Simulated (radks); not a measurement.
Results of a calculation; reference values are marked as such.
Spherical jellium clusters: N electrons in a uniform positive sphere of charge N and radius rs N^(1/3), rs = 3.65 bohr. Level of theory: non-relativistic Kohn-Sham, LDA (Slater exchange, Perdew-Wang correlation), spin-polarised, spherical densities (a radial shooting solver with Libxc functionals). Levels are named by radial order and angular momentum (1s, 1p, 1d, 2s, ...), and open shells are averaged over m.

N = 32, configuration 1s2 1p6 1d10 2s2 1f(up 7, down 5). This is the lowest configuration that the search found. Occupied and some empty levels:

level    occupation  eigenvalue (eV)  <r> (bohr)
1s up             1          -5.9989       6.587
1s down           1          -5.9421       6.461
1p up             3          -5.1902       8.102
1p down           3          -5.1030       8.046
1d up             5          -4.2421       9.048
1d down           5          -4.1418       9.034
2s up             1          -3.9649       7.366
2s down           1          -3.9112       7.449
1f up             7          -3.1499       9.792
1f down           5          -3.0464       9.805
2p up             0          -2.6127       8.486
2p down           0          -2.5634       8.521
1g up             0          -1.9344       10.49
1g down           0          -1.8344       10.53
2d up             0          -1.3109       10.27
2d down           0          -1.2610       10.32

Energy (eV): total -59.3359, kinetic 66.674, external -2851.4, Hartree 1410.5, exchange-correlation -127.83, background 1442.8.
